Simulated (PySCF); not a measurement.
Al(H)(Cl)(NMe2) (C₂H₇AlClN), SMILES C[N]([AlH][Cl])C.

Geometry: B3LYP-D3(BJ)/def2-SVP. The structure was generated by enumeration; whether it is a known compound was not checked. Other conformers were not sampled.

All values below come from TDDFT-B3LYP/def2-SVPD (PySCF 2.14.0).

Vertical excitations.  State labels are in the subgroup Cs.

```
state  symmetry  energy (eV)  λ (nm)      f                            main pairs
-----  --------  -----------  ------  -----  ------------------------------------
S1           A'         5.06     245  0.135                        HOMO→LUMO 99 %
S2           A"         5.17     240  0.008                      HOMO→LUMO+1 98 %
S3           A"         5.90     210  0.009                      HOMO→LUMO+2 98 %
S4           A"         6.45     192  0.012                      HOMO→LUMO+3 88 %
S5           A"         6.70     185  0.011                      HOMO−1→LUMO 96 %
S6           A"         6.80     182  0.017                      HOMO→LUMO+4 91 %
S7           A"         7.21     172  0.009                      HOMO→LUMO+5 99 %
S8           A"         7.34     169  0.006                      HOMO−3→LUMO 96 %
S9           A'         7.36     169  0.039  HOMO−1→LUMO+1 48 %, HOMO−2→LUMO 45 %
S10          A'         7.40     168  0.063  HOMO−2→LUMO 50 %, HOMO−1→LUMO+1 40 %
T1           A'         4.14     300      0                        HOMO→LUMO 98 %
T2           A"         4.90     253      0                      HOMO→LUMO+1 94 %
T3           A"         5.82     213      0                      HOMO→LUMO+2 98 %
T4           A"         6.25     198      0                      HOMO→LUMO+3 85 %
```
Triplets are in the Tamm–Dancoff approximation, which puts them higher than full response would, so one can lie above its singlet here.
